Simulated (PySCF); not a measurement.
The same groups moved round the core (benzothiophene boryl+boryl). All species are isolated molecules in the gas phase. One relaxed conformer stands for each flexible species; it need not be the lowest. Strings in code marks are SMILES.

These are PySCF with PBE0-D4/def2-TZVP // PBE0-D4/def2-SVP values and carry that method's errors. All candidates: neutral, multiplicity 1. Excitations are Tamm–Dancoff values on a coarser integration grid. The basis has no diffuse functions, so Rydberg states are missing or too high.

The T1 excitation (TDA) is 2.93 eV and the S1 excitation (TDA) is 4.04 eV. The HOMO comes out as -6.92 eV.

Task: Identify which member has these values.
(A) `Bc1cc2c(B)cccc2s1`
(B) `Bc1ccc2cc(B)sc2c1`
(C) `Bc1cc2cccc(B)c2s1`
(D) `Bc1ccc2scc(B)c2c1`

Result: D, `Bc1ccc2scc(B)c2c1`. The others give `Bc1cc2cccc(B)c2s1`: 2.52 eV, 3.57 eV, -6.83 eV; `Bc1ccc2cc(B)sc2c1`: 2.33 eV, 3.38 eV, -6.82 eV; `Bc1cc2c(B)cccc2s1`: 2.41 eV, 3.53 eV, -6.85 eV
